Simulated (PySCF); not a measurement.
Vertical excitations of a molecule C3H12Si3 from TDA-ωB97X/def2-SVPD (PySCF), as energy in eV (oscillator strength): 6.65 (0.071), 6.69 (0.042), 6.88 (0.147), 6.97 (0.176), 7.27 (0.036), 7.39 (0.026). Lowest triplet (TDA): 5.74 eV. Coordinates come from a PBE-D3(BJ)/def2-SVP optimisation. One conformer was computed; it need not be the lowest.

Task: Which structure fits?
(A) C=C([SiH3])C([SiH3])[SiH3]
(B) CCC1[SiH2][SiH2][SiH2]1
(C) C=C[SiH2]C([SiH3])[SiH3]
(D) [SiH3]C[C@H]1C[SiH2][SiH2]1

Result: D, [SiH3]C[C@H]1C[SiH2][SiH2]1
